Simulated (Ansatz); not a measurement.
`[F][In]([F])[F]` + H₂ → `[F][InH][F]` + H–F at 500 K and 1 bar (hydrogenolysis of the In–F bond).

Gas-phase electronic energies from Ansatz, PBE0-D4/def2-TZVP geometries. CCSD(T)/CBS adds triple-zeta CCSD(T) − MP2 to the extrapolated MP2 energy (def2 sets, frozen cores). This one scheme is used for every species. Elements past krypton have def2 core potentials. For In outer-core shells are correlated without core-valence functions, which leaves a few kJ/mol of doubt a bond.

```csv
species,CCSD(T)/CBS energy (Eh),H − E (kJ/mol),S (J/(mol·K))
`[F][In]([F])[F]`,-489.26665,44.9,348.0
H₂,-1.17544,41.0,145.5
`[F][InH][F]`,-390.04654,52.1,326.1
H–F,-100.39570,39.4,188.7
```

H − E and S are ideal-gas, rigid-rotor, harmonic terms from PBE0-D4/def2-TZVP. The MP2-based limit puts H₂ 0.8 mEh under its directly extrapolated value; such offsets cancel only in part. 1 Eh = 2625.50 kJ/mol, R = 8.31446 J/(mol·K).

By hand: ΔE, ΔH, ΔS and ΔG.

ΔE = (-390.04654) + (-100.39570) − (-489.26665) − (-1.17544) = -0.00015 Eh = -0.4 kJ/mol. Δ(H − E) = 52.1 + 39.4 − 44.9 − 41.0 = 5.6, so ΔH = 5.2 kJ/mol. ΔS = 326.1 + 188.7 − 348.0 − 145.5 = 21.3 J/(mol·K). ΔG = 5.2 − 500 × (21.3)/1000 = -5.5 kJ/mol.

By hand: the equilibrium constant, and the temperature at which ΔG would vanish if ΔH and ΔS stayed fixed.

log₁₀ K = −ΔG/(RT ln 10) = 0.6. ΔG = 0 at ΔH/ΔS = 244 K, though so small a ΔH makes that figure unsure.

TΔS isn't small against ΔH here. The sign of ΔG lies within the doubt. A doubt of 5 kJ/mol in ΔE shifts log₁₀ K by 0.5 here. These are equilibria of isolated gas molecules and say nothing of rates. Largest T1 diagnostic: 0.018 (customary marks: 0.02 for closed shells, 0.045 for open ones).
